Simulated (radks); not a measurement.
The numbers below are computed, except where a source is named.
Ionisation of Ga, [Ar] 3d10 4s2 4p1, to Ga+, [Ar] 3d10 4s2, under several functionals. Dirac Kohn-Sham, spin-unpolarised, spherical densities, point nucleus; open shells are shared between the two j in proportion to 2j + 1; a radial shooting solver on a logarithmic mesh with Libxc functionals. The NIST Atomic Spectra Database gives 5.999 eV (measured). Rank these functionals by the error of their Delta-SCF ionisation energy: B86b exchange with PBE correlation; BP86; LDA (Slater exchange, Perdew-Wang correlation); OLYP; revPBE; HCTH/407; LDA (Slater exchange, Perdew-Zunger correlation); AM05.

Answer. From best to worst: LDA (Slater exchange, Perdew-Zunger correlation) 5.890 eV (-0.109); LDA (Slater exchange, Perdew-Wang correlation) 5.884 eV (-0.115); BP86 5.831 eV (-0.168); HCTH/407 5.793 eV (-0.206); B86b exchange with PBE correlation 5.709 eV (-0.290); AM05 5.639 eV (-0.360); revPBE 5.625 eV (-0.375); OLYP 5.462 eV (-0.538). Spin polarisation and multiplet splitting are left out, so open shells lie too high by an amount that depends on their filling. Sharing an open shell by 2j + 1 raises it above the true ground level by a part of the spin-orbit splitting, which enters the differences from NIST.

Beside tabulated values, note that spin-unpolarised runs miss the spin-polarisation part of the exchange energy of open shells.
